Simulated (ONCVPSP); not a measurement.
## Cr: one change to an ONCV potential, before and after

```json
{"Element": "Cr", "Generator": "ONCVPSP 4.0.1", "Type": "optimised norm-conserving Vanderbilt (ONCV)", "Functional": "PBE", "Relativity": "scalar-relativistic", "Frozen core": "[Ne]", "Valence charge": "14", "Reference configuration": "3s2 3p6 3d5 (charge +1)", "Partial waves": "3s: rc 0.95 bohr, ncon 4, nbas 8, qcut 8.6 1/bohr, 2 projectors, debl 1.8 Ha; 3p: rc 1.35 bohr, ncon 5, nbas 8, qcut 9.9 1/bohr, 2 projectors, debl 3.9 Ha; 3d: rc 2.10 bohr, ncon 4, nbas 8, qcut 6.2 1/bohr, 1 projector", "Local potential": "polynomial inside 0.85 bohr (lpopt 3, dvloc0 6 Ha)", "Core correction": "Teter function, fcfact 3.5, rcfact 1.2"}
```

In the s channel the program set the typed energies aside and used -2.976, 0.250 Ha.

All-electron outer shells of the reference configuration (PBE, scalar-relativistic, ld1.x):

```tsv
shell	level (eV)	outermost node (bohr)	outermost maximum (bohr)
3s	-80.98	0.36	0.78
3p	-52.47	0.33	0.80
3d	-9.88	–	0.85
```

Change: s: qcut 11.1.

Cutoffs: the cutoffs (Ha) at which the residual kinetic energy of the hardest occupied pseudo-wave falls to 1 and 0.1 mHa per electron; they do not see the model core or the augmentation charge, which bear on the density cutoff. Errors are all-electron minus pseudo energies relative to the spin-unpolarised reference configuration.

What does the change do?

The potential gets softer (59 Ha and 180 Ha → 49 Ha and 57 Ha); the errors of the 4 common tests hardly move; neither file shows a bound ghost.

| quantity | base | changed |
| --- | --- | --- |
| cutoff, loose | 59 Ha | 49 Ha |
| cutoff, tight | 180 Ha | 57 Ha |
| loose cutoff by channel | s 59 Ha, p 25 Ha, d 18 Ha | s 49 Ha, p 25 Ha, d 18 Ha |
| bound ghosts | none | none |
| GHOST(+) flags under 300 eV | none | none |
| error for 3s2 3p6 3d5 4s1, meV [ΔE -6.90 eV] | +12 | +12 |
| error for 3s2 3p6 3d4, meV [ΔE 16.05 eV] | +43 | +43 |
| error for 3s2 3p6 3d3, meV [ΔE 46.80 eV] | +536 | +539 |
| error for 3s2 3p5 3d5 4s1, meV [ΔE 44.61 eV] | -468 | -471 |
| s: phases at 0.97 bohr within 0.05 rad from the reference energy up to (Ha; the scan ends near 5) | to the end of the scan | to the end of the scan |
| p: phases at 1.37 bohr within 0.05 rad from the reference energy up to (Ha; the scan ends near 5) | to the end of the scan | to the end of the scan |
| d: phases at 2.13 bohr within 0.05 rad from the reference energy up to (Ha; the scan ends near 5) | 0.2 | 0.2 |
| rms error of d²Exc/dni dnj with the model core, mHa | 2.53 | 2.68 |
